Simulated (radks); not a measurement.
Problem. These are the eigenvalues of the occupied orbitals of an atom or ion with whole-number occupations (hartree). Calculated with a radial shooting solver on a logarithmic mesh with Libxc functionals: scalar-relativistic Kohn-Sham, PBEsol, spin-polarised, spherical densities, point nucleus.

| orbital | eigenvalue |
|---|---|
| 1s down | -145.9220 |
| 1s up | -145.9214 |
| 2s up | -16.06437 |
| 2s down | -16.04566 |
| 2p up | -13.15988 |
| 2p down | -13.14518 |
| 3p up | -1.75933 |
| 3p down | -1.68758 |
| 3d up | -0.72890 |

Which element is it, and in what charge state? The configuration may be excited. Open shells, if any, are filled with parallel spins first.

Solution. Z = 20, calcium, charge +2: Ca2+ in [Ne] 3p6 3d2. The list shows which subshells hold electrons but not how many an open one holds; the 1s level, -145.92 hartree, gives Z - s = 17.1 by -(Z - s)^2/2, which with screening and relativity narrows Z to a few neighbours, and the depths of the outer levels then fix element, charge and occupations together.
